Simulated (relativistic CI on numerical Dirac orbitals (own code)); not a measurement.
## How well does a small relativistic CI reproduce Fe⁴⁺?

Calculated at this level of theory: Dirac-Coulomb-Breit CI, KLI orbitals optimised for each configuration, model QED, valence Slater integrals scaled by 0.85, P86 correlation estimate, and configurations built on the next ion tied to the tabulated ionisation energy (semi-empirical) (own radial code, finite nucleus).

Configuration list (outside the closed core [Ne]): 3s²3p⁶3d⁴, 3s²3p⁶3d³4s, 3s²3p⁶3d³4p, 3s²3p⁶3d³4d, 3s²3p⁶3d³5s, 3s²3p⁶3d³4f, 3s²3p⁵3d⁵, 3s²3p⁶3d³5p, 3s²3p⁶3d²4s², 3s²3p⁴3d⁶, 3s²3p⁶3d³5d, 3s3p⁶3d⁵, 3s²3p⁶3d²4s4p, 3s²3p⁶3d³5f, 3s²3p⁶3d³5g, 3s²3p⁶3d²4p², 3s²3p⁶3d²4s4d, 3s²3p⁵3d⁴4s, 3s²3p⁶3d²4p4d. Levels of other configurations are missing.

| Configuration | Term (tabulated) | J | Measured (cm⁻¹) | Computed | Error | Purity (%) |
| --- | --- | --- | --- | --- | --- | --- |
| 3s²3p⁶3d⁴ | 5D | 0 | 0.0 | 0 | 0 | 99 |
| 3s²3p⁶3d⁴ | 5D | 1 | 142.1 | 141 | -2 | 99 |
| 3s²3p⁶3d⁴ | 5D | 2 | 417.3 | 408 | -9 | 99 |
| 3s²3p⁶3d⁴ | 5D | 3 | 803.1 | 783 | -21 | 99 |
| 3s²3p⁶3d⁴ | 5D | 4 | 1282.8 | 1244 | -38 | 99 |
| 3s²3p⁶3d⁴ | 3P2 | 0 | 24055.4 | 21308 | -2747 | 98 |
| 3s²3p⁶3d⁴ | 3H | 4 | 24932.5 | 24552 | -380 | 88 |
| 3s²3p⁶3d⁴ | 3P2 | 1 | 24972.9 | 22207 | -2765 | 99 |
| 3s²3p⁶3d⁴ | 3H | 5 | 25225.9 | 24882 | -343 | 97 |
| 3s²3p⁶3d⁴ | 3H | 6 | 25528.5 | 25185 | -343 | 99 |
| 3s²3p⁶3d⁴ | 3P2 | 2 | 26468.3 | 23662 | -2807 | 98 |
| 3s²3p⁶3d⁴ | 3F2 | 2 | 26760.7 | 24913 | -1848 | 99 |
| 3s²3p⁶3d⁴ | 3F2 | 3 | 26842.3 | 25033 | -1809 | 96 |
| 3s²3p⁶3d⁴ | 3F2 | 4 | 26974.0 | 25215 | -1759 | 88 |
| 3s²3p⁶3d⁴ | 3G | 3 | 29817.1 | 28739 | -1078 | 96 |
| 3s²3p⁶3d⁴ | 3G | 4 | 30147.0 | 29062 | -1085 | 95 |
| 3s²3p⁶3d⁴ | 3G | 5 | 30430.1 | 29369 | -1061 | 97 |
| 3s²3p⁶3d⁴ | 1G2 | 4 | 36586.3 | 34413 | -2173 | 97 |
| 3s²3p⁶3d⁴ | 3D | 3 | 36630.1 | 34630 | -2000 | 99 |
| 3s²3p⁶3d⁴ | 3D | 2 | 36758.5 | 34742 | -2017 | 98 |
| 3s²3p⁶3d⁴ | 3D | 1 | 36925.4 | 34915 | -2011 | 99 |
| 3s²3p⁶3d⁴ | 1I | 6 | 37511.7 | 37077 | -435 | 99 |
| 3s²3p⁶3d⁴ | 1S2 | 0 | 39633.4 | 36031 | -3602 | 97 |
| 3s²3p⁶3d⁴ | 1D2 | 2 | 46291.2 | 42700 | -3591 | 98 |
| 3s²3p⁶3d⁴ | 1F | 3 | 52732.7 | 49880 | -2853 | 98 |
| 3s²3p⁶3d⁴ | 3P1 | 2 | 61854.4 | 57696 | -4158 | 99 |
| 3s²3p⁶3d⁴ | 3F1 | 4 | 62238.1 | 58347 | -3892 | 99 |
| 3s²3p⁶3d⁴ | 3F1 | 2 | 62321.1 | 58457 | -3864 | 99 |
| 3s²3p⁶3d⁴ | 3F1 | 3 | 62364.4 | 58490 | -3874 | 98 |
| 3s²3p⁶3d⁴ | 3P1 | 1 | 62914.2 | 58731 | -4183 | 99 |
| 3s²3p⁶3d⁴ | 3P1 | 0 | 63420.0 | 59224 | -4196 | 99 |
| 3s²3p⁶3d⁴ | 1G1 | 4 | 71280.3 | 67222 | -4058 | 99 |
| 3s²3p⁶3d⁴ | 1D1 | 2 | 93832.3 | 87956 | -5876 | 98 |
| 3s²3p⁶3d⁴ | 1S1 | 0 | 121130.2 | 111772 | -9358 | 98 |
| 3s²3p⁶3d³4s | 5F | 1 | 186433.6 | 188971 | 2538 | 100 |
| 3s²3p⁶3d³4s | 5F | 2 | 186725.5 | 189252 | 2526 | 100 |
| 3s²3p⁶3d³4s | 5F | 3 | 187157.5 | 189667 | 2509 | 100 |
| 3s²3p⁶3d³4s | 5F | 4 | 187719.0 | 190208 | 2489 | 100 |
| 3s²3p⁶3d³4s | 5F | 5 | 188395.3 | 190861 | 2466 | 100 |
| 3s²3p⁶3d³4s | 3F | 2 | 195196.3 | 197222 | 2026 | 99 |
| 3s²3p⁶3d³4s | 3F | 3 | 195933.0 | 197930 | 1997 | 99 |
| 3s²3p⁶3d³4s | 3F | 4 | 196838.6 | 198804 | 1965 | 99 |
| 3s²3p⁶3d³4s | 5P | 1 | 204729.9 | 208239 | 3509 | 99 |
| 3s²3p⁶3d³4s | 5P | 2 | 204975.4 | 208472 | 3496 | 98 |
| 3s²3p⁶3d³4s | 5P | 3 | 205536.4 | 209022 | 3486 | 100 |
| 3s²3p⁶3d³4s | 3G | 3 | 208838.2 | 210827 | 1989 | 100 |
| 3s²3p⁶3d³4s | 3G | 4 | 209110.1 | 211078 | 1968 | 98 |
| 3s²3p⁶3d³4s | 3G | 5 | 209523.9 | 211466 | 1942 | 98 |
| 3s²3p⁶3d³4s | 3P | 0 | 212542.1 | 215727 | 3185 | 100 |
| 3s²3p⁶3d³4s | 3P | 1 | 212818.1 | 216025 | 3207 | 93 |
| 3s²3p⁶3d³4s | 1G | 4 | 213534.1 | 215094 | 1560 | 87 |
| 3s²3p⁶3d³4s | 3P | 2 | 213649.2 | 216773 | 3124 | 98 |
| 3s²3p⁶3d³4s | 3P | 2 | 214525.8 | 217436 | 2910 | 82 |
| 3s²3p⁶3d³4s | 3P | 1 | 214611.4 | 217351 | 2740 | 93 |
| 3s²3p⁶3d³4s | 3D | 1 | 215782.6 | 219130 | 3347 | 80 |
| 3s²3p⁶3d³4s | 3D | 3 | 216538.1 | 220090 | 3552 | 100 |
| 3s²3p⁶3d³4s | 3D | 2 | 216592.7 | 219984 | 3391 | 84 |
| 3s²3p⁶3d³4s | 3H | 4 | 216779.1 | 217367 | 588 | 87 |
| 3s²3p⁶3d³4s | 3H | 5 | 216860.4 | 217358 | 498 | 98 |
| 3s²3p⁶3d³4s | 3H | 6 | 217122.5 | 217594 | 472 | 100 |
| 3s²3p⁶3d³4s | 1P | 1 | 219486.9 | 222022 | 2536 | 84 |

Measured levels from Corliss and Sugar, J. Phys. Chem. Ref. Data 11, 135 (1982); pairs were made by configuration, J and term (by order where the table uses no LS term), so strongly mixed levels may be paired wrongly.

Mean error by configuration (cm⁻¹): 3s²3p⁶3d⁴ -2431; 3s²3p⁶3d³4s 2445. Over the excited levels the mean absolute error is 2438 cm⁻¹ (60 of the 60 excited levels that our extract of the source holds in range could be paired), and the median relative error of those above 1,000 cm⁻¹ is 1.7 %.
